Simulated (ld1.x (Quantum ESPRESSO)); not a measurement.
Transferability test, TM potential for selenium

selenium, norm-conserving Troullier–Martins (Kleinman–Bylander form), made with ld1.x (Quantum ESPRESSO) 7.5 (PBE, scalar-relativistic). Core [Ar] 3d10, reference 4s2 4p4. Waves: 4s (bound): rc 1.65 bohr; 4p (bound): rc 1.35 bohr. Local part: all-electron potential smoothed inside 1.05 bohr (lloc = -1). Core correction: none.

Energies are relative to the spin-unpolarised reference configuration 4s2 4p4; without spin polarisation the order of configurations can differ from experiment.

```json
{"valence configuration": "4s2 4p3", "charge": "+1", "ΔE all-electron (eV)": "10.845", "error AE − PS (meV)": "-0.8"}
{"valence configuration": "4s2 4p2", "charge": "+2", "ΔE all-electron (eV)": "31.193", "error AE − PS (meV)": "-7.7"}
{"valence configuration": "4s2 4p1", "charge": "+3", "ΔE all-electron (eV)": "62.061", "error AE − PS (meV)": "-38"}
{"valence configuration": "4s0 4p6", "charge": "0", "ΔE all-electron (eV)": "21.964", "error AE − PS (meV)": "+47"}
{"valence configuration": "4s2 4p3.5", "charge": "+0.5", "ΔE all-electron (eV)": "4.310", "error AE − PS (meV)": "-0.3"}
{"valence configuration": "4s2 4p0", "charge": "+4", "ΔE all-electron (eV)": "104.245", "error AE − PS (meV)": "-99"}
```

(1) What are ΔE and the potential's error for 4s1 4p4?

Levels in the configuration 4s2 4p0:

```json
{"level": "4s", "all-electron (eV)": "-61.722", "pseudo (eV)": "-61.709"}
```

Note: ghost state, extra bound levels that the all-electron valence spectrum of the same l lacks: s at -77.4 eV. A true bound ghost makes a file unfit for plane-wave use.

Results:

(1) ΔE = 22.382 eV all-electron; the error (AE − PS) is +19 meV.
